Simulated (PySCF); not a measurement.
H4OSe2Si, SMILES [SiH3]O[Se][SeH]. Atoms are numbered in the order given.

```xyz
8

Se    -0.4235     0.3513     0.8581
Se     1.1397     1.0468    -0.6802
H      2.3323     0.8751     0.1759
O     -0.4396    -1.4514     0.6578
Si    -1.3190    -2.1271    -0.6123
H     -2.7646    -1.7679    -0.5024
H     -1.1386    -3.5996    -0.4851
H     -0.7955    -1.6534    -1.9280
```
Charge 0, spin multiplicity 1.

Geometry: PBE0-D3(BJ)/def2-SVP. One conformer was computed; it need not be the lowest.

Calculation: PySCF with ωB97X/def2-TZVP.

ESP charges are fitted to the potential on shells at 1.4 to 2.0 van der Waals radii. Atomic charges (e):

```tsv
atom	meta-Löwdin	Mulliken	ESP fit
Se1	0.34	0.20	0.08
Se2	-0.04	-0.12	-0.09
H3	0.06	0.13	0.13
O4	-0.77	-0.46	-0.31
Si5	0.75	0.37	0.43
H6	-0.12	-0.04	-0.07
H7	-0.10	-0.04	-0.07
H8	-0.12	-0.04	-0.09
```

Computed Mayer and Wiberg (Löwdin basis) orders of the bonds:
```json
[
 {"bond": "Se1–Se2", "Mayer": "1.23", "Wiberg": "1.77"},
 {"bond": "Se2–H3", "Mayer": "0.96", "Wiberg": "1.05"},
 {"bond": "Se1–O4", "Mayer": "0.92", "Wiberg": "1.42"},
 {"bond": "O4–Si5", "Mayer": "1.04", "Wiberg": "1.57"},
 {"bond": "Si5–H6", "Mayer": "0.96", "Wiberg": "0.97"},
 {"bond": "Si5–H7", "Mayer": "0.96", "Wiberg": "0.97"},
 {"bond": "Si5–H8", "Mayer": "0.95", "Wiberg": "0.97"}
]
```
